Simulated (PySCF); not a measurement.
Trend along the fifth-period p block: MBr molecules

r²SCAN with double-zeta basis sets in PySCF, for the lowest determinant that a PBE0 search found; no spin–orbit coupling. De refers to high-spin ground-configuration atoms. A positive dipole means M(−)Br(+).

```
 M       basis  state (unpaired electrons)  Re (Å)  ωe (cm⁻¹)  De (eV)  μ (D)
In  cc-pVDZ-PP      singlet (closed shell)   2.581        220     4.20  -3.49
Sn    def2-SVP               doublet (π ↑)   2.542        245     3.59  -2.49
Sb    def2-SVP              triplet (π ↑↑)   2.517        259     2.80  -2.01
 I    def2-SVP      singlet (closed shell)   2.505        264     2.11  -0.85
```

The shortest bond is that of IBr (2.505 Å), the longest that of InBr (2.581 Å). InBr is bound most strongly (4.20 eV) and IBr least (2.11 eV).

The rows differ in basis set, which adds steps of its own.

The state changes along the series, so neighbouring rows are not always alike in their bonding.

These are scalar-relativistic numbers at best; spin–orbit coupling would shift them, the dissociation energy most. States were picked by a PBE0 search and need not be the measured ground states.
